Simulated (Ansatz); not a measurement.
A structure relaxed at r2SCAN-D4/def2-SVP in Ansatz, charge 0, singlet:

```tsv
atom	x (Å)	y (Å)	z (Å)
Hf1	-1.6472	-1.4300	0.4776
Hf2	0.2944	0.8406	0.0098
O3	-0.1976	-0.2190	1.8098
O4	0.3967	-1.1827	0.8013
O5	1.8146	1.1820	-1.1419
O6	-1.3934	0.1472	-0.7073
O7	-1.7319	-2.9598	-0.4317
H8	-0.1029	2.4232	0.9180
H9	2.5674	1.1987	-1.7356
```

**Question.** Give its formula.

**Answer.** Hf₂O₅H₂.

**Question.** Summarise the bond lengths by kind (pairs closer than 1.2 times the sum of covalent radii, bridged metal pairs left out).

**Answer.** 8 × Hf–O 1.78 to 2.31 Å; 1 × O–O 1.52 Å; 1 × H–Hf 1.87 Å; 1 × H–O 0.96 Å.

In the def2 sets Hf takes a core potential; there is no spin–orbit coupling. The structure holds one bond between oxygen atoms, so isomers without such links may lie far lower. The relaxation made no stability test and no search for a lower SCF solution. No other spin state of charge 0 was run. Another isomer (singlet) lies 0.75 eV lower at PBE0-D4/def2-TZVP; other spin states weren't run for this one.
